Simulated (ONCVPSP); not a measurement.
zinc, ONCV: configuration errors across variants

| Property | Result |
| --- | --- |
| Element | Zn |
| Generator | ONCVPSP 4.0.1 |
| Type | optimised norm-conserving Vanderbilt (ONCV) |
| Functional | PBE |
| Relativity | scalar-relativistic |
| Frozen core | [Ne] |
| Valence charge | 20 |
| Reference configuration | 3s2 3p6 3d10 4s2 |
| Partial waves | 3s+4s: rc 1.30 bohr, ncon 4, nbas 7, qcut 12.1 1/bohr, 2 projectors; 3p: rc 0.95 bohr, ncon 4, nbas 8, qcut 12.4 1/bohr, 2 projectors, debl 0.6 Ha; 3d: rc 1.20 bohr, ncon 4, nbas 9, qcut 14 1/bohr, 1 projector |
| Local potential | polynomial inside 0.75 bohr (lpopt 5, dvloc0 3 Ha) |
| Core correction | Teter function, fcfact 4.75, rcfact 1.5 |

In the p channel the program set the typed energies aside and used -3.065, 0.250 Ha.

All-electron excitation energies from the reference (eV): (1) 3s2 3p6 3d10 4s1 9.889; (2) 3s2 3p6 3d10 4s0 28.331; (3) 3s2 3p6 3d9 4s0 68.865; (4) 3s2 3p6 3d9 4s2 4p1 12.244.

2 further variants failed, have other tests or too few solved ones, and are left out.

Errors AE − PS in meV (a dash: test not solved or not reliable):

| change | (1) | (2) | (3) | (4) | bound ghosts | GHOST(+) flags above zero |
| --- | --- | --- | --- | --- | --- | --- |
| base | -0.1 | +1.8 | -22 | +5.0 | none | none |
| s: qcut 7.4 | -0.2 | +1.0 | -24 | +5.3 | none | none |
| s: qcut 8.2 | -0.2 | +1.1 | -23 | +5.3 | none | none |
| s: qcut 9.4 | -0.2 | +1.3 | -23 | +5.1 | none | none |
| s: qcut 10.6 | -0.1 | +1.5 | -23 | +5.1 | none | none |
| s: qcut 11.8 | -0.1 | +1.7 | -22 | +5.1 | none | none |
| s: qcut 14.8 | 0.0 | +2.4 | -22 | +5.0 | none | none |
| s: qcut 16.9 | 0.0 | +2.5 | -22 | +4.9 | none | none |

Task: Give the same row for: s: qcut 13.5.

Result: -0.1, +2.0, -22, +5.0; bound ghosts: none; GHOST(+) flags above zero: none.
